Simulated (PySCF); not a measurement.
# Calculated NMR parameters of C#CP1(=S)CCOCC1

* Formula: C6H9OPS
* SMILES: C#CP1(=S)CCOCC1
* InChI: InChI=1S/C6H9OPS/c1-2-8(9)5-3-7-4-6-8/h1H,3-6H2
* Point group of the computed structure: Cs
* Carbon signals: 4
* Proton signals: 5

Structure with atom numbers: `[CH:1]#[C:2][P:3]1(=[S:4])[CH2:5][CH2:6][O:7][CH2:8][CH2:9]1`. Hydrogens are named by the atom that carries them.

PySCF 2.14 calculation with shielding tensors at B3LYP/pcSseg-1 (GIAO) and structure optimised with PBE0-D3(BJ)/def2-SVP; one conformer, gas phase, non-relativistic Hamiltonian, rapidly exchanging positions averaged.

Referencing at the same level of theory: TMS for 1H (31.38 ppm), 13C (179.24 ppm); 31P (297.42 ppm) against H3PO4; H2O for 17O (334.04 ppm); CS2 for 33S (485.41 ppm).

```tsv
carbon	δC, type	δH (multiplicity)	HMBC from (2–3 bonds)	span of the C tensor (ppm)
C1	96.9, CH	2.82 (m)	–	214
C2	81.3, C	–	H(C1), Hb(C5)/Ha(C9), Ha(C5)/Hb(C9)	297
C5/C9	42.3, CH2	Ha(C5) 1.66 (m); Hb(C5) 1.73 (m)	Ha(C6)/Ha(C8), Hb(C6)/Hb(C8), Hb(C5)/Ha(C9), Ha(C5)/Hb(C9)	34
C6/C8	68.0, CH2	Ha(C6) 4.02 (m); Hb(C6) 3.50 (m)	Ha(C6)/Ha(C8), Hb(C6)/Hb(C8), Hb(C5)/Ha(C9), Ha(C5)/Hb(C9)	73
```

Other nuclei:
```csv
atoms,nucleus,environment,δ (ppm),σ (ppm)
P3,31P,"phosphorus bonded to 3 C, S, in a 6-membered ring",-7.7,305.1
O7,17O,ether oxygen,54.9,279.1
S4,33S,sulfur bonded to P,-186,671.3
```

- δC 96.9: terminal alkyne carbon; the triple bond shields along its axis, which puts it between sp3 and sp2 carbons.
- δC 81.3: alkyne carbon; sp carbons lie upfield of alkene carbons because the cylindrical π system leaves one tensor component strongly shielded.
- δC 68.0: sp3 CH2 bonded to O; deshielded by the electronegative neighbour.
- δH 4.02, 3.50: hydrogen on an sp3 CH2 bonded to O; its carbon carries O, an electronegative neighbour.
- δH 2.82: hydrogen on a terminal alkyne carbon; it lies on the axis of the triple bond, in its shielding cone.

Splittings by 31P in the carbon and heteronuclear signals aren't shown, as no couplings were computed. Shifts are as computed. Against solution values, carbons near 30 ppm lie about +2 ppm off and those near 130 ppm about +6 ppm. Of 1313 compounds with measured shifts, 239 miss one by over three times the rms of a fit or turn the order of signals round; such compounds aren't used in these exercises. Experimental scales use liquid or dissolved standards, which lie at an offset from isolated H2O (liquid H2O: subtract about 36 ppm) and H3PO4. Multiplicities follow the n + 1 count of equivalent neighbours, as no J values were calculated; m marks all less simple cases, F and P coupling included.
